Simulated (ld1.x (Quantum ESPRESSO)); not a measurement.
**Building the TM potential for Ce (Z = 58) (PBE, scalar-relativistic).**

* Element: cerium (Ce)
* Generator: ld1.x (Quantum ESPRESSO) 7.5
* Type: norm-conserving Troullier–Martins (Kleinman–Bylander form)
* Functional: PBE
* Relativity: scalar-relativistic
* Frozen core: [Xe]
* Valence charge: 4
* Reference configuration: 4f1 5d1 6s1.5 6p0.5
* Partial waves: 6s (bound): rc 2.70 bohr; 6p (bound): rc 4.20 bohr; 5d (bound): rc 2.30 bohr; 4f (bound): rc 1.35 bohr
* Local potential: all-electron potential smoothed inside 3.55 bohr (lloc = -1)
* Core correction: none

All-electron outer shells of the reference configuration (PBE, scalar-relativistic, ld1.x):

```csv
shell,level (eV),outermost node (bohr),outermost maximum (bohr)
5s,-41.17,0.75,1.37
5p,-23.80,0.81,1.55
4f,-5.96,–,0.71
6s,-4.07,1.81,3.72
5d,-3.52,0.92,2.15
6p,-1.62,2.15,4.84
```

Calculated quality:

```
Cutoffs needed      : 160 Ry and 200 Ry (the cutoffs (Ry, on a coarse ladder) from which the occupation-weighted sum of valence levels, in a spherical-Bessel basis at the reference potential, stays within 10 and 1 mRy of its value at 400 Ry)
Ghost test          : ghost state, extra bound levels that the all-electron valence spectrum of the same l lacks: s at -1.37 eV; a true bound ghost makes a file unfit for plane-wave use (spherical-Bessel basis up to 400 Ry, 20 bohr box)
Configuration tests : 1 of 7 tests not solved or not reliable; not counted: 4f2 5d0 6s2 6p0 (solver errors, printed error -73.9 eV)
```

Generation and tests took about 5 s on one core of a shared server CPU.
